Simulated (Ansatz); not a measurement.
Reaction (ligand exchange at the Al–N bond): `FC[NH][AlH][SH]` + `C=N` → `C=[N][AlH][SH]` + `NCF`

Gas-phase electronic energies from Ansatz, PBE0-D4/def2-TZVP geometries. CCSD(T)/CBS adds triple-zeta CCSD(T) − MP2 to the extrapolated MP2 energy (def2 sets, frozen cores). This one scheme is used for every species. Each species was taken in one conformer, which may not be the lowest.

```csv
species,CCSD(T)/CBS(def2) energy (Eh)
`FC[NH][AlH][SH]`,-835.41762
`C=N`,-94.52360
`C=[N][AlH][SH]`,-734.98690
`NCF`,-194.94856
```

Q: Work out ΔE.

A: ΔE = (-734.98690) + (-194.94856) − (-835.41762) − (-94.52360) = 0.00576 Eh = +3.6 kcal/mol.

Largest T1 diagnostic among the species: 0.013.

In def2-TZVPP, CCSD(T) changes the Hartree–Fock value by +2.1 kcal/mol (the triples alone add +0.2 kcal/mol) and MP2 by +1.5 kcal/mol.
